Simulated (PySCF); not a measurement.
C₄H₂NO₃ (charge -1).
SMILES: `O=C([O-])c1ccno1`

A PySCF run (density fitting, gas phase, GFN2-xTB geometry) gave HOMO -4.77 eV, LUMO 5.68 eV and E = -433.896 Eh.

Question: Which of these levels was it?
A. PBE0/def2-SVP
B. OPBE/6-311G**
C. LC-wPBE/IGLO-II

Answer: C. It is LC-wPBE/IGLO-II. All candidates on this geometry:

```tsv
level and settings	kind	basis functions	SCF cycles	E (Eh)	HOMO (eV)	LUMO (eV)
OPBE/6-311G**, level shift 0.3 Eh, start guess vsap	GGA	156	16	-433.9709	0.12	2.93
PBE0/def2-SVP, level shift 0.2 Eh	global hybrid	122	12	-433.2612	-1.53	3.70
LC-wPBE/IGLO-II, level shift 0.3 Eh	range-separated hybrid	188	15	-433.8959	-4.77	5.68
```

The nearest other candidate, by the summed differences of HOMO and LUMO, is PBE0/def2-SVP: its HOMO differs by +3.24 eV and its LUMO by -1.98 eV. All basis functions are spherical, in the Pople sets too. The HOMO energy is positive at OPBE/6-311G**; such an orbital is held in place by the finite basis.

The values belong to the conformer `[O:1]=[C:2]([O-:3])[c:4]1[cH:5][cH:6][n:7][o:8]1`: O1–C2–C4–C5 0°.
